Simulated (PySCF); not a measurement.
**Spinor energies of Yb³⁶⁺ (ytterbium, charge +36)**

Start: [Ar] 3d10 4s2 4p4; 4p1/2 filled at m_j = -1/2, +1/2; 4p3/2 filled at m_j = +1/2, +3/2. Calculated with PySCF 2.14 in an uncontracted even-tempered set (17 s from 3.9 bohr⁻², ratio 2.8; 13 p from 5.1 bohr⁻², ratio 2.8; 8 d from 9 bohr⁻², ratio 2.8; 4 f from 24 bohr⁻², ratio 3): generalised Hartree-Fock with the X2C-1e Hamiltonian and a Gaussian nucleus; one run each with spin-orbit coupling (SO) switched off, then screened by Boettger's factors.

```tsv
spinor shell	electrons	ε, spin-free (eV)	ε, screened SO (eV)	weight of nominal j (screened SO)	rms radius, screened SO (bohr)
1s1/2	2	-63202.7	-63184.9	1.000	0.0223
2s1/2	2	-12121.7	-12115.0	1.000	0.0900
2p1/2	2	-10867.2	-11611.4	1.000	0.0767
2p3/2	4	-10867.2	-10555.8	1.000	0.0837
3s1/2	2	-3925.1	-3921.9	1.000	0.228
3p1/2	2	-3537.0	-3702.6	1.000	0.219
3p3/2	4	-3537.0	-3464.7	1.000	0.233
3d3/2	4	-3073.4	-3102.0	1.000	0.206
3d5/2	6	-3073.4	-3050.3	1.000	0.209
4s1/2	2	-1773.4	-1772.2	1.000	0.484
4p1/2	2	-1635.3	-1682.8	0.998	0.479
4p3/2	2	-1635.3	-1613.7	0.999	0.501
```

| quantity | spin-free | screened SO |
| --- | --- | --- |
| E (hartree) | -13289.20168 | -13303.95129 |
| M_J | 2 | 2 |
| ⟨J²⟩ | 6.001 | 6.004 |
| ⟨L²⟩ | 2.001 | 3.237 |
| ⟨S²⟩ | 2.000 | 1.455 |

Each row is a mean over spinors that exchange with the open shell spreads, by up to 16.319 eV (4s1/2).

Breit and QED terms are absent; they matter most for the inner s and p1/2 levels.

Densities and radii are taken from the X2C orbitals without a picture-change correction, which distorts them close to the nucleus.

Without spin-orbit coupling the j labels of p, d and f shells carry no meaning; the spin-free column gives the mean over the occupied spinors of each nl shell.
